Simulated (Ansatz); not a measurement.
Reactions of C4H7FS, SMILES `CC=C(F)CS`.

Calculated with Ansatz (gas phase, PBE0-D4/def2-TZVP geometries, no zero-point term in ΔE). CCSD(T)/CBS is the MP2 limit (def2-TZVPP, def2-QZVPP) plus CCSD(T) − MP2 in def2-TZVPP, frozen cores. This one scheme is used for every species. Double bonds are as drawn, so ΔE can hold a change between cis and trans. Elements past krypton have def2 core potentials. For Ge, Se, Sn outer-core shells are correlated without core-valence functions, which leaves a few kJ/mol of doubt a bond. Scalar relativity is left out up to krypton. One conformer a species, not always the lowest.

(1) Order these by ΔE at CCSD(T)/CBS, lowest first. (Estimate.)
A. `C/C=C(\F)CS` + GeH₄ → `S[CH2][GeH3]` + `C/C=C\F`
B. `C/C=C(\F)CS` + `[F][Al]([F])[SeH]` → `C[Se][Al]([F])[F]` + `C=C(F)CS`
C. `C/C=C(\F)CS` + `[OH][Sn][Cl]` → `C[O][Sn][Cl]` + `C=C(F)CS`
D. `C/C=C(\F)CS` + `C=N` → `C=NCS` + `C/C=C\F`

Largest T1 diagnostic: 0.017, for `C[O][Sn][Cl]`.

## Answers

(1) A (-4.5 kJ/mol), B (+20.8 kJ/mol), D (+31.6 kJ/mol), C (+55.4 kJ/mol).
